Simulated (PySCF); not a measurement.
Isomers of [C7H12NO]+ (charge +1), one GFN2-xTB conformer each. Single-point energies are computed at PBE0/pcSseg-1 (PySCF, gas phase, no added dispersion term), electronic only.

Task: Rank them by PBE0/pcSseg-1 energy, lowest first (kcal/mol).
A. `[CH3:1][CH:2]([CH3:3])[CH2:4][n+:5]1[cH:6][cH:7][o:8][cH:9]1` (charge +1) with C1–C2–C4–N5 63°, C2–C4–N5–C6 79°
B. `[CH3:1][NH+:2]([CH3:3])[CH2:4][c:5]1[cH:6][cH:7][cH:8][o:9]1` (charge +1) with C1–N2–C4–C5 67°, N2–C4–C5–C6 -124°

Result: A (0.0), B (3.9).

As drawn, the higher has an N–H bond, which the lower lacks. Neighbours under 5.0 kcal/mol apart (CC(C)C[n+]1ccoc1 and C[NH+](C)Cc1ccco1) can change places with a better method, another conformer or zero-point energy. GFN2-xTB itself gives, in the same order: 0.0, 13.9. Both levels put the same isomer lowest.

Task: Which frontier levels and rotational constants go with these structures?

Result: 
| SMILES | HOMO (eV, PBE0/pcSseg-1) | LUMO (eV) | A, B, C (MHz) |
| --- | --- | --- | --- |
| CC(C)C[n+]1ccoc1 | -12.94 | -6.05 | 4020, 957.0, 884.9 |
| C[NH+](C)Cc1ccco1 | -10.55 | -4.11 | 4059, 940.7, 913.0 |

Task: As an exercise, what shares would exp(−E/RT) give at 2000 K from these electronic energies alone (no entropy, no degeneracies)?

Result: RT = 3.974 kcal/mol: CC(C)C[n+]1ccoc1 72.6 %, C[NH+](C)Cc1ccco1 27.4 %.
